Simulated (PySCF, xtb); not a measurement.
C3H5FSi, SMILES C([SiH3])=C=CF.

Harmonic wavenumbers (cm⁻¹) from GFN2-xTB (xtb) at its own minimum, in rising order: 62, 99, 180, 236, 392, 508, 533, 581, 659, 719, 774, 779, 784, 833, 986, 1125, 1187, 1369, 2067, 2252, 2263, 2301, 3012, 3058.

**Question.** What does PBE-D3(BJ)/def2-SVP in PySCF 2.14.0 give at its own minimum? (Estimate from the structure and the level; the computed values follow.)

**Answer.** 84, 100, 190, 254, 400, 538, 599, 638, 731, 739, 833, 881, 903, 914, 1004, 1125, 1211, 1378, 2013, 2158, 2163, 2192, 3027, 3107. Paired by order, the mean absolute difference is 47 cm⁻¹ and the zero-point energies are 38.3 and 38.9 kcal/mol.
